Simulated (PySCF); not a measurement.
A PySCF script (with the pyscf-properties extension) for the NMR shieldings of `N(B(C(=C)C)C#CC)(C)C`, C$_{8}$H$_{14}$BN, on a GFN2-xTB geometry:

```python
import basis_set_exchange as bse
import numpy as np
from pyscf import gto, dft
from pyscf.prop import nmr

atoms = """
C    -1.366788   -1.719690   -1.563810
C    -0.856356   -1.386333   -0.384790
C    -0.857815   -2.370432    0.752841
B    -0.164724    0.009796   -0.108538
C     1.318142    0.001903    0.219176
C     2.498080   -0.057975    0.461665
C     3.916362   -0.115594    0.748183
N    -0.863812    1.208861   -0.154587
C    -0.257012    2.497845    0.083398
C    -2.275237    1.322791   -0.431694
H    -1.799429   -2.691509   -1.757159
H    -1.359793   -1.037464   -2.399035
H     0.163141   -2.543834    1.090757
H    -1.301337   -3.320642    0.459352
H    -1.416477   -1.966791    1.597732
H     4.399646    0.817816    0.456951
H     4.376093   -0.938052    0.199324
H     4.074913   -0.274414    1.815270
H    -0.391100    3.151069   -0.785262
H     0.806524    2.374041    0.271496
H    -0.717621    2.985784    0.949212
H    -2.443619    1.909011   -1.341619
H    -2.786638    1.829160    0.394208
H    -2.706878    0.334416   -0.565515
"""
names = dict.fromkeys(["C", "B", "N", "H"], "pcSseg-1")
basis = {el: gto.basis.parse(bse.get_basis(n, elements=[el], fmt="nwchem")) for el, n in names.items()}
mol = gto.M(atom=atoms, basis=basis, charge=0, verbose=0)
mf = dft.RKS(mol, xc="PBE0")
mf.grids.level = 2
mf.grids.alignment = dft.numint.BLKSIZE   # the property module wants whole blocks of grid points
mf.conv_tol = 1e-9
mf.kernel()

calc = nmr.RKS(mf)   # GIAO
C = mf.mo_coeff
Co = C[:, mf.mo_occ > 0]
resp = mf.gen_response(singlet=True, hermi=2)
def vind(x):   # induced exchange potential for any number of trial vectors
    d = np.einsum("pi,xij,qj->xpq", C, 2 * x.reshape(-1, C.shape[1], Co.shape[1]), Co, optimize=True)
    return np.einsum("xpq,pi,qj->xij", resp(d - d.transpose(0, 2, 1)), C, Co, optimize=True).ravel()
mo1, _ = nmr.rhf.solve_mo1(calc, with_cphf=vind)
sigma = calc.kernel(mo1)
for i, s in enumerate(sigma):   # ppm
    print("%2d %-2s %9.2f" % (i, mol.atom_pure_symbol(i), np.trace(s) / 3))
```

Problem. What does it print?

Solution. 
```
 0 C      62.40
 1 C      26.03
 2 C     159.30
 3 B      71.28
 4 C      95.43
 5 C      71.34
 6 C     180.53
 7 N     138.31
 8 C     142.58
 9 C     144.71
10 H      26.08
11 H      26.73
12 H      29.26
13 H      29.97
14 H      29.95
15 H      29.58
16 H      29.53
17 H      29.54
18 H      29.06
19 H      27.35
20 H      29.03
21 H      29.16
22 H      29.24
23 H      27.52
```

These numbers come from an equivalent density-fitted implementation of the same equations, which agrees with the script to about 0.01 ppm for H and up to a few tenths of a ppm for heavy atoms, so last digits may differ.

Size and cost of the density-fitted run: 240 basis functions, 110 s wall time on 1 thread of an Arm Neoverse N1, shared host; peak memory 1.1 GiB.
